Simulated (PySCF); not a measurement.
C2H8AlNOSe, SMILES C[N](C)[Al]([OH])[SeH].

Geometry: ωB97X-D3(BJ)/def2-SVP. Other conformers were not sampled.

These are ωB97X-D3(BJ)/def2-SVP in PySCF values and carry that method's errors.

Frequencies are harmonic and unscaled.

Task: Estimate the vibrational spectrum. (The exact figures need the calculation; the answer reports its results.)

Result: 
| mode | ν (cm⁻¹) | IR (km/mol) | moving atoms (share of kinetic energy) |
|---|---|---|---|
| 1 | 41 | 3.0 | C 49 %, H 34 %, O 9 % |
| 2 | 93 | 1.5 | C 34 %, Se 24 %, H 16 %, Al 14 %, O 8 % |
| 3 | 143 | 0.8 | H 47 %, N 21 %, Al 17 %, O 9 % |
| 4 | 167 | 8.6 | O 59 %, H 16 %, C 12 % |
| 5 | 185 | 16.2 | H 89 % |
| 6 | 227 | 8.3 | H 73 %, Al 20 % |
| 7 | 229 | 0.0 | H 83 %, Al 13 % |
| 8 | 236 | 79.7 | H 83 %, O 11 % |
| 9 | 240 | 6.5 | C 35 %, Se 24 %, N 20 %, H 18 % |
| 10 | 312 | 82.8 | N 41 %, H 34 %, Al 18 % |
| 11 | 330 | 6.1 | C 37 %, H 27 %, Al 16 %, O 13 % |
| 12 | 415 | 59.7 | H 35 %, Al 34 %, C 11 %, Se 11 % |
| 13 | 494 | 184.8 | H 61 %, O 24 % |
| 14 | 588 | 2.6 | H 92 % |
| 15 | 681 | 120.6 | Al 43 %, C 27 %, H 18 % |
| 16 | 901 | 101.0 | O 45 %, Al 43 % |
| 17 | 1041 | 128.5 | H 41 %, C 35 %, N 19 % |
| 18 | 1099 | 1.8 | H 75 %, C 23 % |
| 19 | 1119 | 0.0 | H 81 %, C 19 % |
| 20 | 1177 | 3.1 | H 69 %, C 20 %, N 11 % |
| 21 | 1265 | 101.7 | N 60 %, C 30 %, H 10 % |
| 22 | 1334 | 76.9 | N 42 %, H 34 %, C 21 % |
| 23 | 1445 | 6.0 | H 85 %, C 15 % |
| 24 | 1461 | 0.1 | H 97 % |
| 25 | 1469 | 10.1 | H 97 % |
| 26 | 1474 | 13.1 | H 82 %, C 18 % |
| 27 | 1495 | 18.7 | H 96 % |
| 28 | 1514 | 4.2 | H 94 % |
| 29 | 2503 | 6.9 | H 99 % |
| 30 | 3000 | 67.8 | H 97 % |
| 31 | 3005 | 111.4 | H 97 % |
| 32 | 3060 | 93.4 | H 90 %, C 10 % |
| 33 | 3068 | 2.8 | H 90 %, C 10 % |
| 34 | 3131 | 30.5 | H 91 %, C 9 % |
| 35 | 3135 | 30.1 | H 91 %, C 9 % |
| 36 | 4012 | 100.8 | H 94 % |
